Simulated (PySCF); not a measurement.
# Electron correlation in Te³⁺ (tellurium, charge +3)

[Kr] 4d10 5s2 5p1, 2P determinant. Calculation: PySCF 2.14, in x2c-TZVPPall; scalar relativity by spin-free X2C-1e. Frozen: [Kr] 4d10; 3 electrons correlated.

```tsv
level	correlation energy (mhartree)
CCSD	-45.38
(T)	-0.49
CCSD(T)	-45.87
CCSDT	-46.02
```

Diagnostics: T1 = 0.0067, D1 = 0.0158, largest double amplitude 0.093.

Cost of the coupled-cluster step: roughly 1.3 core-seconds, for 3 correlated electrons.

Iterations:

```
CC2 = 0
CCSD nocc = (np.int64(2), np.int64(1)), nmo = (37, 37)
frozen orbitals [[0, 1, 2, 3, 4, 5, 6, 7, 8, 9, 10, 11, 12, 13, 14, 15, 16, 17, 18, 19, 20, 21, 22], [0, 1, 2, 3, 4, 5, 6, 7, 8, 9, 10, 11, 12, 13, 14, 15, 16, 17, 18, 19, 20, 21, 22]]
max_cycle = 100
direct = 0
conv_tol = 1e-08
conv_tol_normt = 1e-06
diis_space = 8
diis_start_cycle = 0
Init t2, MP2 energy = -0.0337993593918183
Init E_corr(UCCSD) = -0.0337993593920722
cycle = 1  E_corr(UCCSD) = -0.0416269897238859  dE = -0.00782763033  norm(t1,t2) = 0.0388321
cycle = 2  E_corr(UCCSD) = -0.0439929642454575  dE = -0.00236597452  norm(t1,t2) = 0.0146673
cycle = 3  E_corr(UCCSD) = -0.0453878085821011  dE = -0.00139484434  norm(t1,t2) = 0.00604168
cycle = 4  E_corr(UCCSD) = -0.0453740434550083  dE = 1.37651271e-05  norm(t1,t2) = 0.000551326
cycle = 5  E_corr(UCCSD) = -0.0453786716922007  dE = -4.62823719e-06  norm(t1,t2) = 5.79714e-05
cycle = 6  E_corr(UCCSD) = -0.045377766976566  dE = 9.04715635e-07  norm(t1,t2) = 6.00898e-06
cycle = 7  E_corr(UCCSD) = -0.0453780817162258  dE = -3.1473966e-07  norm(t1,t2) = 1.22203e-06
cycle = 8  E_corr(UCCSD) = -0.0453779903035857  dE = 9.14126401e-08  norm(t1,t2) = 3.33773e-07
cycle = 9  E_corr(UCCSD) = -0.0453779952097622  dE = -4.90617651e-09  norm(t1,t2) = 5.25812e-08
UCCSD converged
E(UCCSD) = -6788.950573076825  E_corr = -0.04537799520976221
UCCSD(T) correction = -0.000489448506004888
```
